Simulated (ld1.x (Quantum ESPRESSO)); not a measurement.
**Before and after: PAW potential for copper (Cu)**

ld1.x (Quantum ESPRESSO) 7.5 input, shortened:

```
&input
   title='Cu', zed=29., rel=1, dft='PBESOL', iswitch=3,
   config='[Ar] 3d10 4s1 4p0'
 /
 &inputp
   pseudotype=3, lpaw=.true., tm=.true., lloc=-1, rcloc=1.30,
   nlcc=.true.,
   which_augfun='BG', rmatch_augfun=1.30
 /
6
4S  1  0   1.00   0.00  1.85  2.55  0.0
4S  1  0   0.00   0.15  1.85  2.55  0.0
4P  2  1   0.00   0.00  2.00  2.60  0.0
4P  2  1   0.00   1.05  2.00  2.60  0.0
3D  3  2  10.00   0.00  1.15  1.25  0.0
3D  3  2   0.00   2.25  1.15  1.25  0.0
 &test
   configts(1)='3d10 4s1 4p0'
 /
```

Change: local potential all-electron potential smoothed inside 2.06 bohr (lloc = -1).

Cutoffs: the cutoffs (Ry, on a coarse ladder) from which the occupation-weighted sum of valence levels, in a spherical-Bessel basis at the reference potential, stays within 10 and 1 mRy of its value at 400 Ry; they do not see the model core or the augmentation charge, which bear on the density cutoff. Errors are all-electron minus pseudo energies relative to the spin-unpolarised reference configuration.

Q: What does the change do?

A: The potential gets neither clearly harder nor softer (70 Ry and 120 Ry → 80 Ry and 120 Ry); the bound ghost in s disappears; of the 7 tests that both files solve, the error grows in 0 and shrinks in 4 by more than 15 % and 0.3 meV (median size 75.3 → 48.8 meV); the range in which the s phases agree narrows (upper end at the end of the scan → 2.7). A state that the projectors do not describe sees the local part alone, so a deeper or shallower local part can create or remove a ghost. That the errors move this way runs against the usual rule that smaller radii transfer better.

```csv
quantity,base,changed
"cutoff, loose",70 Ry,80 Ry
"cutoff, tight",120 Ry,120 Ry
bound ghosts,s,none
"error for 3d10 4s0 4p0, meV [ΔE 8.10 eV]",+11,+3.0
"error for 3d9 4s0 4p0, meV [ΔE 29.42 eV]",-44,-49
"error for 3d8 4s0 4p0, meV [ΔE 68.41 eV]",-479,-478
"error for 3d9 4s2 4p0, meV [ΔE 1.99 eV]",-123,+56
"error for 3d7 4s0 4p0, meV [ΔE 128.08 eV]",-1759,-1769
"error for 3d9 4s1 4p0, meV [ΔE 11.61 eV]",-75,-27
"error for 3d9 4s1 4p1, meV [ΔE 6.86 eV]",-73,-29
s: phases at 2.86 bohr within 0.05 rad from the reference energy up to (Ry; the scan ends near 5),to the end of the scan,2.7
p: phases at 2.86 bohr within 0.05 rad from the reference energy up to (Ry; the scan ends near 5),3.6,3.7
d: phases at 2.86 bohr within 0.05 rad from the reference energy up to (Ry; the scan ends near 5),to the end of the scan,to the end of the scan
lowest overlap eigenvalue by channel,"s 0.19, p 0.53, d 0.72","s 0.38, p 0.67, d 0.78"
```

Base: ld1.x warns that Blöchl-style (BG) augmentation functions are not a good idea. Changed file: ld1.x warns that Blöchl-style (BG) augmentation functions are not a good idea. A true bound ghost makes a file unfit for plane-wave use even where its test errors are small: the radial tests pick states by their node count and pass the ghost by.
